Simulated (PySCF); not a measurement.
## Trend along the second period: MRb molecules

CCSD(T) with double-zeta basis sets in PySCF, for the lowest determinant that a PBE0 search found; no spin–orbit coupling. De refers to high-spin ground-configuration atoms.

```tsv
M	basis	reference, frozen orbitals	state (unpaired electrons)	Re (Å)	ωe (cm⁻¹)	De (eV)
Li	def2-SVP	RHF, 0	singlet (closed shell)	3.573	179	0.59
B	def2-SVPD	UHF, 1	triplet (σ ↑, π ↑)	3.064	239	0.60
C	def2-SVPD	UHF, 1	quartet (σ ↑, π ↑↑)	2.730	331	1.82
N	def2-SVP	ROHF, 1	triplet (π ↑↑)	2.901	167	0.16
F	def2-SVP	RHF, 1	singlet (closed shell)	2.322	399	3.95
```

The shortest bond is that of RbF (2.322 Å), the longest that of RbLi (3.573 Å). RbF is bound most strongly (3.95 eV) and RbN least (0.16 eV).

The rows differ in basis set, which adds steps of its own.

The state changes along the series, so neighbouring rows are not always alike in their bonding.

Correlated steps freeze the inner cores (0 to 1 orbitals); shallow outer-core shells are correlated. UHF and ROHF references stand side by side, which adds small steps between rows. Weak bonds: RbN. Basis-set superposition, not corrected here, can be much of De in a small basis, most of all at correlated wavefunction levels. Where the molecule has an RHF reference, its open-shell atoms are computed with UHF. The CCSD T1 diagnostic is raised in RbN, a sign that a single reference may not be enough there. States were picked by a PBE0 search and need not be the measured ground states.
